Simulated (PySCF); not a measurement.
C4H8OSi, SMILES C=C([SiH3])CC=O.

Geometry optimised at B3LYP-D3(BJ)/def2-SVP. The structure was generated by enumeration, and PubChem lists no compound with its InChIKey, so it may never have been made. The values are those of a single conformer.

Method: B3LYP-D3(BJ)/def2-SVP in PySCF.

Frequencies are harmonic and unscaled.

Computed harmonic wavenumbers and intensities:
```tsv
mode	ν (cm⁻¹)	IR (km/mol)	moving atoms (share of kinetic energy)
1	44	1.7	C 41 %, O 25 %, H 24 %, Si 10 %
2	64	6.0	O 38 %, C 31 %, H 24 %
3	117	0.0	H 92 %
4	182	1.6	C 42 %, H 30 %, Si 17 %, O 10 %
5	249	1.3	C 57 %, H 33 %
6	363	3.7	C 40 %, H 34 %, Si 26 %
7	405	2.8	C 49 %, H 49 %
8	475	9.7	O 33 %, C 32 %, H 30 %
9	640	20.1	C 49 %, H 30 %, Si 17 %
10	657	30.2	H 79 %, Si 11 %, C 10 %
11	688	47.4	H 57 %, C 35 %
12	742	16.9	H 88 %
13	793	5.1	H 61 %, C 33 %
14	935	232.8	H 92 %, Si 8 %
15	941	58.2	H 96 %
16	962	44.9	H 92 %
17	967	11.3	H 58 %, C 40 %
18	970	25.0	H 71 %, C 28 %
19	1029	15.6	H 53 %, C 46 %
20	1057	23.3	C 66 %, H 33 %
21	1173	9.2	H 59 %, C 39 %
22	1233	3.9	H 54 %, C 44 %
23	1274	4.0	H 61 %, C 39 %
24	1420	7.5	H 84 %, C 9 %
25	1423	10.1	H 87 %, C 12 %
26	1443	7.9	H 88 %, C 12 %
27	1677	1.3	C 88 %, H 12 %
28	1853	213.4	C 60 %, O 38 %
29	2209	109.8	H 96 %
30	2213	79.8	H 98 %
31	2237	98.5	H 96 %
32	2878	92.4	H 92 %
33	3008	9.5	H 94 %
34	3100	6.5	H 91 %, C 9 %
35	3113	9.0	H 94 %
36	3210	5.4	H 89 %, C 11 %
```
